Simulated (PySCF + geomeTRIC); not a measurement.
Computed with PySCF + geomeTRIC with BP86-D3(BJ)/def2-SVP. fastk is a local helper that only speeds up exchange builds. No frequencies were computed at this level.

```python
import json, numpy as np
from pyscf import gto, dft
from fastk import lowrank_exchange
atoms = """
Zr    -0.005460     0.013461     0.001718
C     -1.079168     2.247791    -0.999109
N     -0.855178     2.126924     0.292613
N     -0.757527     1.237178    -1.770218
H     -1.523310     3.170672    -1.417079
H     -1.126232     2.944904     0.836767
H     -0.953425     1.388190    -2.757808
H      1.719030    -0.139476    -0.763448
H     -1.231646    -1.380275    -0.367998
H      0.304252    -0.139040     1.833303
"""
def scf(charge, spin, dm0=None):
    mol = gto.M(atom=atoms, basis='def2-svp', ecp={'Zr': 'def2-svp'}, charge=charge, spin=spin, verbose=3, max_memory=15120)
    mf = dft.KS(mol, xc='bp86').density_fit(auxbasis="def2-universal-jkfit")
    mf.disp = 'd3bj'
    mf.grids.level = 3
    mf.conv_tol = 1e-8
    mf.max_cycle = 120
    mf.level_shift = 0.25
    mf.kernel(dm0)
    if not mf.converged:
        mf = mf.newton().run(mf.mo_coeff, mf.mo_occ).undo_soscf()
    return mf
mf = scf(0, 0)
from pyscf.geomopt.geometric_solver import kernel as optimize
path = []
done, mol = optimize(mf, maxsteps=120, assert_convergence=False, callback=lambda env: path.append((env["energy"], bool(env["g_scanner"].converged))))
res = dict(converged=bool(done and path[-1][1]), energy=path[-1][0], path=[e for e, c in path], xyz=mol.atom_coords(unit="Angstrom").tolist(), nao=mol.nao)
json.dump(res, open("result.json", "w"))
```

Output:

```
converged SCF energy = -198.212552541019
Geometry optimization cycle 1
converged SCF energy = -198.212552535043
cycle 1: E = -198.212552535  dE = -198.213  norm(grad) = 0.0422196
Geometry optimization cycle 2
converged SCF energy = -198.217388957825
cycle 2: E = -198.217388958  dE = -0.00483642  norm(grad) = 0.0263381
Geometry optimization cycle 3
converged SCF energy = -198.219150277248
cycle 3: E = -198.219150277  dE = -0.00176132  norm(grad) = 0.0282725
Geometry optimization cycle 4
converged SCF energy = -198.221543174342
cycle 4: E = -198.221543174  dE = -0.0023929  norm(grad) = 0.0186855
Geometry optimization cycle 5
converged SCF energy = -198.223146517792
cycle 5: E = -198.223146518  dE = -0.00160334  norm(grad) = 0.0138779
Geometry optimization cycle 6
converged SCF energy = -198.223438802812
cycle 6: E = -198.223438803  dE = -0.000292285  norm(grad) = 0.00771334
Geometry optimization cycle 7
converged SCF energy = -198.223575695621
cycle 7: E = -198.223575696  dE = -0.000136893  norm(grad) = 0.00182317
Geometry optimization cycle 8
converged SCF energy = -198.223583904804
cycle 8: E = -198.223583905  dE = -8.20918e-06  norm(grad) = 0.000732279
Geometry optimization cycle 9
converged SCF energy = -198.223588330423
cycle 9: E = -198.22358833  dE = -4.42562e-06  norm(grad) = 0.000658189
Geometry optimization cycle 10
converged SCF energy = -198.223589895882
cycle 10: E = -198.223589896  dE = -1.56546e-06  norm(grad) = 0.000470023
Geometry optimization cycle 11
converged SCF energy = -198.223590620041
cycle 11: E = -198.22359062  dE = -7.24159e-07  norm(grad) = 0.000191423
Geometry optimization cycle 12
converged SCF energy = -198.223590792976
cycle 12: E = -198.223590793  dE = -1.72934e-07  norm(grad) = 0.000174774
<class 'geometric.internal.Distance'> : 11
<class 'geometric.internal.Angle'> : 15
<class 'geometric.internal.LinearAngle'> : 2
<class 'geometric.internal.OutOfPlane'> : 13
<class 'geometric.internal.Dihedral'> : 36
<class 'geometric.internal.TranslationX'> : 1
<class 'geometric.internal.TranslationY'> : 1
<class 'geometric.internal.TranslationZ'> : 1
<class 'geometric.internal.RotationA'> : 1
<class 'geometric.internal.RotationB'> : 1
<class 'geometric.internal.RotationC'> : 1
Step    0 : Gradient = 1.335e-02/2.192e-02 (rms/max) Energy = -198.2125525350
Step    1 : Displace = 6.545e-02/1.269e-01 (rms/max) Trust = 1.000e-01 (=) Grad = 8.329e-03/1.545e-02 (rms/max) E (change) = -198.2173889578 (-4.836e-03) Quality = 0.995
Step    2 : Displace = 6.188e-02/1.156e-01 (rms/max) Trust = 1.414e-01 (+) Grad = 8.941e-03/1.854e-02 (rms/max) E (change) = -198.2191502772 (-1.761e-03) Quality = 0.670
Step    3 : Displace = 4.487e-02/8.326e-02 (rms/max) Trust = 1.414e-01 (=) Grad = 5.909e-03/1.161e-02 (rms/max) E (change) = -198.2215431743 (-2.393e-03) Quality = 1.482
Step    4 : Displace = 7.619e-02/1.660e-01 (rms/max) Trust = 2.000e-01 (+) Grad = 4.389e-03/6.850e-03 (rms/max) E (change) = -198.2231465178 (-1.603e-03) Quality = 0.982
Step    5 : Displace = 8.022e-03/1.219e-02 (rms/max) Trust = 2.828e-01 (+) Grad = 2.439e-03/4.257e-03 (rms/max) E (change) = -198.2234388028 (-2.923e-04) Quality = 1.473
Step    6 : Displace = 1.042e-02/1.375e-02 (rms/max) Trust = 3.000e-01 (+) Grad = 5.765e-04/1.238e-03 (rms/max) E (change) = -198.2235756956 (-1.369e-04) Quality = 1.053
Step    7 : Displace = 2.299e-03/3.681e-03 (rms/max) Trust = 3.000e-01 (=) Grad = 2.316e-04/4.901e-04 (rms/max) E (change) = -198.2235839048 (-8.209e-06) Quality = 1.368
Step    8 : Displace = 2.720e-03/4.507e-03 (rms/max) Trust = 3.000e-01 (=) Grad = 2.081e-04/4.792e-04 (rms/max) E (change) = -198.2235883304 (-4.426e-06) Quality = 1.259
Step    9 : Displace = 1.936e-03/3.242e-03 (rms/max) Trust = 3.000e-01 (=) Grad = 1.486e-04/3.997e-04 (rms/max) E (change) = -198.2235898959 (-1.565e-06) Quality = 1.265
Step   10 : Displace = 1.363e-03/2.163e-03 (rms/max) Trust = 3.000e-01 (=) Grad = 6.053e-05/1.507e-04 (rms/max) E (change) = -198.2235906200 (-7.242e-07) Quality = 1.235
Step   11 : Displace = 9.073e-04/1.377e-03 (rms/max) Trust = 3.000e-01 (=) Grad = 5.527e-05/9.448e-05 (rms/max) E (change) = -198.2235907930 (-1.729e-07) Quality = 0.638
Converged! =D
```

Cost: roughly 4 core-minutes.
